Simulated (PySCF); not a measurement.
**Two-component Hartree-Fock for La (lanthanum, neutral)**

Start: [Xe] 5d1 6s2; 5d3/2 filled at m_j = +3/2. Calculated with PySCF 2.14 in x2c-TZVPall-2c with one added diffuse shell each of s, p, d type (12s12p11d2f, 117 functions): generalised Hartree-Fock with the X2C-1e Hamiltonian and a Gaussian nucleus; one run each with spin-orbit coupling (SO) switched off, then screened by Boettger's factors.

```tsv
spinor shell	electrons	ε, spin-free (eV)	ε, screened SO (eV)	weight of nominal j (screened SO)	rms radius, screened SO (bohr)
1s1/2	2	-39120.5	-39115.4	1.000	0.0286
2s1/2	2	-6335.5	-6333.9	1.000	0.116
2p1/2	2	-5671.4	-5960.0	1.000	0.100
2p3/2	4	-5671.4	-5543.4	1.000	0.106
3s1/2	2	-1400.7	-1400.0	1.000	0.303
3p1/2	2	-1183.7	-1241.2	1.000	0.295
3p3/2	4	-1183.7	-1157.7	1.000	0.308
3d3/2	4	-871.96	-882.15	1.000	0.279
3d5/2	6	-871.96	-864.46	1.000	0.283
4s1/2	2	-301.84	-301.55	1.000	0.694
4p1/2	2	-228.40	-240.61	1.000	0.719
4p3/2	4	-228.40	-222.66	1.000	0.746
4d3/2	4	-118.78	-120.54	1.000	0.820
5s1/2	2	-48.512	-48.355	1.000	1.67
5p1/2	2	-27.742	-30.010	0.994	1.89
5p3/2	4	-27.742	-26.509	0.997	1.96
5d3/2	1	-6.061	-6.096	1.000	3.29
6s1/2	2	-5.136	-5.126	0.731	4.63
```

(1) Where does 4d5/2 lie, and what is the 4d spin-orbit splitting (screened SO)?

```
   quantity    spin-free  screened SO
E (hartree)  -8487.68867  -8491.13767
        M_J          3/2          3/2
       ⟨J²⟩        3.770        3.779
       ⟨L²⟩        7.703        7.884
       ⟨S²⟩        1.665        1.771
```

Each row is a mean over spinors that exchange with the open shell spreads, by up to 1.774 eV (5p1/2).

Rows whose weight is well below 1 are mixtures of j = l ± 1/2: exchange outweighs spin-orbit coupling there, and the label is only the starting occupation.

Breit and QED terms are absent; they matter most for the inner s and p1/2 levels.

Densities and radii are taken from the X2C orbitals without a picture-change correction, which distorts them close to the nucleus.

Without spin-orbit coupling the j labels of p, d and f shells carry no meaning; the spin-free column gives the mean over the occupied spinors of each nl shell.

Answers

(1) At -117.23 eV, 3.305 eV above 4d3/2.
